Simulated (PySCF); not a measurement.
Pb(Cl)2, SMILES [Cl][Pb][Cl] (CAM-B3LYP/def2-SVP optimised geometry):

```
3

Pb    -1.025    -1.221     0.000
Cl    -1.454     1.221     0.000
Cl     1.454    -1.221     0.000
```

Level of theory: CAM-B3LYP/def2-TZVP, def2 effective core potentials past Kr in PySCF.

Problem. What are the frontier orbital energies and the dipole moment?

Solution. HOMO-2 -9.98 eV, HOMO-1 -9.79 eV, HOMO -9.44 eV, LUMO -2.35 eV, LUMO+1 -0.32 eV; dipole moment 4.77 D.

On the same geometry PBE/def2-TZVP, def2 effective core potentials past Kr (PySCF 2.14.0) gives HOMO-2 -7.34 eV, HOMO-1 -7.11 eV, HOMO -7.04 eV, LUMO -3.82 eV, LUMO+1 -1.84 eV; dipole moment 4.32 D.
